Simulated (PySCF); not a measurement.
Dipole moment and polarisability of `C/C=C/C[SiH2]SC`

Species: C5H12SSi.
Cartesian coordinates in Å at the GFN2-xTB level; atoms count from 1:
```xyz
19
C5H12SSi angstrom
C     -3.7467    0.3320    0.2158
C     -2.4429   -0.2217   -0.2551
C     -1.4602   -0.6158    0.5376
C     -0.1522   -1.1464    0.0679
Si     1.2169    0.1338    0.3565
S      3.0484   -0.7452   -0.3347
C      4.1821    0.6346    0.0013
H     -3.7950    0.3426    1.3020
H     -3.8792    1.3500   -0.1510
H     -4.5737   -0.2654   -0.1677
H     -2.3279   -0.2948   -1.3294
H     -1.5719   -0.5388    1.6116
H      0.0922   -2.0633    0.6073
H     -0.2072   -1.3953   -0.9926
H      1.3899    0.4615    1.7731
H      0.9910    1.3639   -0.4033
H      5.1686    0.3183   -0.3200
H      4.1887    0.8509    1.0646
H      3.8693    1.5085   -0.5609
```

Level: CAM-B3LYP/def2-SVPD (PySCF), static field, nuclei fixed, core orbitals frozen in the response. The polarisability tensor in these axes (au):

```
x   151.41  -2.82   1.99
y    -2.82  93.91   1.16
z     1.99   1.16  91.62
```

Problem. Give the principal values, the mean and the anisotropy Δα = √{½[(α1 − α2)² + (α2 − α3)² + (α1 − α3)²]}.

Solution. Principal values 90.99, 94.33 and 151.61 au; mean 112.31 au = 16.64 Å³ = 18.52 × 10⁻⁴⁰ C²·m²/J; Δα = 59.02 au (53 % of the mean).

Problem. What is the dipole moment, and where does it point?

Solution. (-0.61, 1.06, 0.42) D, 1.29 D in size, pointing from the negative to the positive side. Measured along this direction, the outermost atoms are H17 at the negative end and H9 at the positive end.

Problem. Along which axes do the principal values lie, and how far do the nuclei extend along each?

Solution. Largest value along (1.00, -0.05, 0.03), where the nuclei span 9.69 Å; middle along (0.03, 0.91, 0.41), 3.03 Å; least along (-0.05, -0.41, 0.91), 3.08 Å. 

Problem. Refractivity n − 1 of an ideal gas of it at 273.15 K and 1 atm, from the electronic α?

Solution. N = p/kT = 2.6868 × 10¹⁹ cm⁻³, so n − 1 = 2π × N × 16.64 × 10⁻²⁴ cm³ = 2810 × 10⁻⁶ at long wavelengths, for an ideal gas.

Problem. Rayleigh depolarisation ratio (linearly polarised light, static tensor)?

Solution. ρ = 3Δα²/(45ᾱ² + 4Δα²) = 10449.0/(567605 + 13932.0) = 0.018.

Problem. Find the Langevin capture rate constant for NO+ (29.998 u) meeting this molecule (132.043 u), k = 2.342 × 10⁻⁹ cm³/s × √(α in Å³ / reduced mass in u).

Solution. The reduced mass is 24.44 u, so k = 1.93 × 10⁻⁹ cm³/s. The formula leaves out the permanent dipole, which adds to the capture rate.

The structure is a single GFN2-xTB conformer in the gas phase; no vibrational or solvent corrections.

These values come from a run that also computed excited states. The run took 2.6 min (grids of density and orbitals included) on one thread, Intel Xeon at 2.50 GHz (x86_64), no GPU, shared host, and the process peaked at 1.2 GiB of memory.
